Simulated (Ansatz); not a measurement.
`[OH][SnH]([F])[CH2]Cl` + HBr → `ClCBr` + `[OH][SnH2][F]` at 700 K and 1 bar (substitution at a C–Sn bond).

Computed with Ansatz on PBE0-D4/def2-TZVP structures; ΔE is electronic, products minus reactants. CCSD(T)/CBS is the MP2 limit (def2-TZVPP, def2-QZVPP) plus CCSD(T) − MP2 in def2-TZVPP, frozen cores. def2 core potentials past Kr. For Br, Sn outer-core shells are correlated without core-valence functions, which leaves a few kJ/mol of doubt a bond. Scalar relativity is left out up to krypton. One conformer a species, not always the lowest.

```csv
species,CCSD(T)/CBS energy (Eh),H − E (kJ/mol),S (J/(mol·K))
`[OH][SnH]([F])[CH2]Cl`,-889.27670,211.4,500.5
HBr,-2573.91920,36.5,223.7
`ClCBr`,-3072.34323,114.8,342.7
`[OH][SnH2][F]`,-390.83308,129.4,387.4
```

H − E and S are ideal-gas, rigid-rotor, harmonic terms from PBE0-D4/def2-TZVP, for one conformer and one mirror image of each species. 1 Eh = 2625.50 kJ/mol, R = 8.31446 J/(mol·K).

Q: By hand: ΔE, ΔH, ΔS and ΔG.

A: ΔE = (-3072.34323) + (-390.83308) − (-889.27670) − (-2573.91920) = 0.01959 Eh = 51.4 kJ/mol. Δ(H − E) = 114.8 + 129.4 − 211.4 − 36.5 = -3.7, so ΔH = 47.7 kJ/mol. ΔS = 342.7 + 387.4 − 500.5 − 223.7 = 5.9 J/(mol·K). ΔG = 47.7 − 700 × (5.9)/1000 = 43.6 kJ/mol.

Q: By hand: the equilibrium constant, and the temperature at which ΔG would vanish if ΔH and ΔS stayed fixed.

A: log₁₀ K = −ΔG/(RT ln 10) = -3.3. ΔG = 0 at ΔH/ΔS = 8085 K, far beyond where these terms or the molecules hold.

The number of gas molecules stays the same, so ΔS is small and ΔH decides. A doubt of 5 kJ/mol in ΔE shifts log₁₀ K by 0.4 here. Other conformers and mirror images would add mixing entropy, several J/(mol·K) or more a flexible species. Modes under 60 cm⁻¹, often nearly free rotors, make the harmonic entropy too high. These are equilibria of isolated gas molecules and say nothing of rates. Largest T1 diagnostic: 0.014 (customary marks: 0.02 for closed shells, 0.045 for open ones).
